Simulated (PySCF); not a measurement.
First SCF of a structure search on singlet FeCl₂, at a hand-made bent geometry. PySCF input:

```python
from pyscf import gto, scf, dft
mol = gto.M(atom='''
Fe     0.000000     0.000000     0.000000
Cl     1.761200     0.000000     1.233200
Cl    -1.761200     0.000000     1.233200''',
    basis={'Fe': 'def2-TZVP', 'Cl': 'def2-TZVP'},
    charge=0, spin=0)
mf = dft.RKS(mol, xc='PBE')
mf.grids.atom_grid = (50, 194)
aux = {'Fe': 'def2-universal-JKFIT', 'Cl': 'def2-universal-JKFIT'}
mf = mf.density_fit(auxbasis=aux)
mf.conv_tol = 1e-08
mf.diis_space = 10
mf.max_cycle = 60
mf.init_guess = 'minao'
mf.verbose = 4
mf.kernel()
```

Excerpt of the output (cycles and frontier levels); where DIIS stalls, ADIIS, DIIS with a small level shift and a second-order solver take over in turn:

```
init E= -2182.71088539988
  HOMO = 0.150364614827178  LUMO = 0.157598410693443  gap/eV = 0.19684
cycle= 1 E= -2169.97204126797  delta_E= 12.7  |g|= 6.64  |ddm|= 8.04
  HOMO = -1.1382879258519  LUMO = -1.05083319378736  gap/eV = 2.37976
cycle= 2 E= -2109.47693507458  delta_E= 60.5  |g|= 19.4  |ddm|= 16.3
  HOMO = -0.745586591496719  LUMO = -0.585467913960153  gap/eV = 4.35705
cycle= 3 E= -2148.24161739775  delta_E= -38.8  |g|= 15.3  |ddm|= 8.92
  HOMO = -0.670370116719487  LUMO = -0.544634773409949  gap/eV = 3.42143
cycle= 4 E= -2155.14839129162  delta_E= -6.91  |g|=   14  |ddm|= 1.96
  HOMO = -0.608009378467168  LUMO = -0.55069897166528  gap/eV = 1.55950
cycle= 5 E= -2162.02779008222  delta_E= -6.88  |g|= 12.5  |ddm|= 2.48
  HOMO = -0.569890494153245  LUMO = -0.495056437975816  gap/eV = 2.03634
cycle= 6 E= -2162.05826605815  delta_E= -0.0305  |g|= 12.2  |ddm|=  1.2
  HOMO = -0.552069665414778  LUMO = -0.531263071910093  gap/eV = 0.56618
... 80 lines left out ...
cycle= 56 E= -2183.51891782187  delta_E= 0.00185  |g|= 0.224  |ddm|= 0.114
  HOMO = -0.205401501357979  LUMO = -0.20227029650792  gap/eV = 0.08520
cycle= 57 E= -2183.52045810255  delta_E= -0.00154  |g|= 0.184  |ddm|= 0.23
  HOMO = -0.209302777394125  LUMO = -0.207905507674108  gap/eV = 0.03802
cycle= 58 E= -2183.51924088126  delta_E= 0.00122  |g|= 0.222  |ddm|= 0.273
  HOMO = -0.209307702715213  LUMO = -0.208020225742737  gap/eV = 0.03503
cycle= 59 E= -2183.5189133643  delta_E= 0.000328  |g|= 0.222  |ddm|= 0.0772
  HOMO = -0.208789359192866  LUMO = -0.207447007052572  gap/eV = 0.03653
cycle= 60 E= -2183.51639333938  delta_E= 0.00252  |g|= 0.225  |ddm|= 0.211
SCF not converged.
init E= -2182.71088539988
  HOMO = 0.150364614827177  LUMO = 0.157598410693446  gap/eV = 0.19684
cycle= 1 E= -2169.97204126797  delta_E= 12.7  |g|= 6.64  |ddm|= 8.04
  HOMO = -1.13828792585197  LUMO = -1.05083319378745  gap/eV = 2.37976
cycle= 2 E= -2109.47693507457  delta_E= 60.5  |g|= 19.4  |ddm|= 16.3
  HOMO = -0.632780441912742  LUMO = -0.627969015391227  gap/eV = 0.13093
cycle= 3 E= -2172.61644306382  delta_E= -63.1  |g|= 8.92  |ddm|=   13
  HOMO = -0.284525469229912  LUMO = -0.278006053550125  gap/eV = 0.17740
cycle= 4 E= -2183.22247210488  delta_E= -10.6  |g|= 1.48  |ddm|= 3.28
  HOMO = -0.216434526726177  LUMO = -0.199302710070833  gap/eV = 0.46618
cycle= 5 E= -2179.0215423623  delta_E=  4.2  |g|= 5.57  |ddm|= 2.56
  HOMO = -0.151059850406822  LUMO = -0.148975052273272  gap/eV = 0.05673
cycle= 6 E= -2183.25347893356  delta_E= -4.23  |g|= 0.852  |ddm|= 2.24
  HOMO = -0.228242123256532  LUMO = -0.222353998326766  gap/eV = 0.16022
cycle= 7 E= -2183.19652298872  delta_E= 0.057  |g|= 1.46  |ddm|= 2.44
  HOMO = -0.180491097762885  LUMO = -0.176616440920945  gap/eV = 0.10543
cycle= 8 E= -2183.48563402443  delta_E= -0.289  |g|= 0.555  |ddm|= 1.85
  HOMO = -0.210332069894807  LUMO = -0.201581631414302  gap/eV = 0.23811
cycle= 9 E= -2183.18197024417  delta_E= 0.304  |g|= 0.75  |ddm|= 2.47
cycle= 10 E= -2183.48766255956  delta_E= -0.306  |g|= 0.422  |ddm|= 1.78
  HOMO = -0.23320362177669  LUMO = -0.226555466458047  gap/eV = 0.18091
cycle= 11 E= -2183.3463136181  delta_E= 0.141  |g|= 1.14  |ddm|= 1.75
  HOMO = -0.211538580276826  LUMO = -0.209153742470306  gap/eV = 0.06489
cycle= 12 E= -2183.51688609913  delta_E= -0.171  |g|= 0.268  |ddm|= 0.325
cycle= 13 E= -2183.48121608263  delta_E= 0.0357  |g|= 0.423  |ddm|= 1.72
cycle= 14 E= -2183.50216725412  delta_E= -0.021  |g|= 0.215  |ddm|= 0.14
cycle= 15 E= -2183.50876733064  delta_E= -0.0066  |g|= 0.259  |ddm|= 1.65
cycle= 16 E= -2183.52460781531  delta_E= -0.0158  |g|= 0.142  |ddm|=  1.7
cycle= 17 E= -2183.51031281162  delta_E= 0.0143  |g|= 0.219  |ddm|=  1.7
cycle= 18 E= -2183.52161266709  delta_E= -0.0113  |g|= 0.19  |ddm|=  1.7
cycle= 19 E= -2183.49911800534  delta_E= 0.0225  |g|= 0.26  |ddm|= 1.72
cycle= 20 E= -2183.51160455816  delta_E= -0.0125  |g|= 0.204  |ddm|= 1.65
SCF not converged.
init E= -2183.51160455816
  HOMO = -0.226663077133845  LUMO = -0.186330331002768  gap/eV = 1.09751
cycle= 1 E= -2183.45226841428  delta_E= 0.0593  |g|= 0.709  |ddm|= 0.498
  HOMO = -0.00920541583552667  LUMO = 0.0465262440444576  gap/eV = 1.51654
cycle= 2 E= -2182.26020870839  delta_E= 1.19  |g|= 3.02  |ddm|=  1.6
  HOMO = -0.196911673177589  LUMO = -0.131781680168309  gap/eV = 1.77228
cycle= 3 E= -2183.37048017327  delta_E= -1.11  |g|= 0.897  |ddm|= 0.907
  HOMO = -0.225379395272859  LUMO = -0.159753852315138  gap/eV = 1.78576
cycle= 4 E= -2183.52105582836  delta_E= -0.151  |g|= 0.0907  |ddm|= 0.483
  HOMO = -0.221205302046001  LUMO = -0.150645631556074  gap/eV = 1.92003
cycle= 5 E= -2183.52440820668  delta_E= -0.00335  |g|= 0.101  |ddm|= 0.204
  HOMO = -0.217614252179146  LUMO = -0.143431977031295  gap/eV = 2.01860
cycle= 6 E= -2183.52504489765  delta_E= -0.000637  |g|= 0.118  |ddm|= 0.159
  HOMO = -0.217841381472744  LUMO = -0.141560125825862  gap/eV = 2.07572
... 39 lines left out ...
  HOMO = -0.164749641716849  LUMO = -0.0940085998667612  gap/eV = 1.92496
cycle= 27 E= -2183.49931846196  delta_E= -0.000233  |g|= 0.404  |ddm|= 0.115
  HOMO = -0.166603149368072  LUMO = -0.0939841915690849  gap/eV = 1.97606
cycle= 28 E= -2183.49885977563  delta_E= 0.000459  |g|= 0.398  |ddm|= 0.0794
  HOMO = -0.170713795084403  LUMO = -0.0937180623102591  gap/eV = 2.09516
cycle= 29 E= -2183.49974897751  delta_E= -0.000889  |g|= 0.381  |ddm|= 0.0565
  HOMO = -0.171248449884269  LUMO = -0.0940355429013557  gap/eV = 2.10107
cycle= 30 E= -2183.49893822158  delta_E= 0.000811  |g|= 0.381  |ddm|= 0.0477
SCF not converged.
  HOMO = -0.245993630320628  LUMO = -0.241450092085371  gap/eV = 0.12364
macro= 0  E= -2183.52242058297  delta_E= -0.0234824  |g|= 0.273523  3 KF 13 JK
macro= 1  E= -2183.52782157631  delta_E= -0.00540099  |g|= 0.0291246  3 KF 16 JK
macro= 2  E= -2183.52795557607  delta_E= -0.000134  |g|= 0.00857082  2 KF 12 JK
macro= 3  E= -2183.52828633446  delta_E= -0.000330758  |g|= 0.0538939  3 KF 21 JK
macro= 4  E= -2183.52850104785  delta_E= -0.000214713  |g|= 0.00277476  4 KF 17 JK
macro= 5  E= -2183.52850353086  delta_E= -2.48301e-06  |g|= 0.000438915  2 KF 14 JK
macro= 6  E= -2183.52850353146  delta_E= -5.99357e-10  |g|= 2.77775e-05  1 KF 4 JK
macro X = 7  E=-2183.52850353146  |g|= 2.77775e-05  total 19 KF 105 JK
converged SCF energy = -2183.52850353146
```

This is not the lowest solution: another start and a stability analysis within the same restricted form found one 20.3 kJ/mol lower, at -2183.53622 Eh.

Stability towards spin polarisation was not tested.

The search for the lowest solution, 2 starts and the stability check together, took 45 s on 4 threads of a shared Arm Neoverse V1 host, with 119 basis functions; the process peaked at 0.43 GiB.
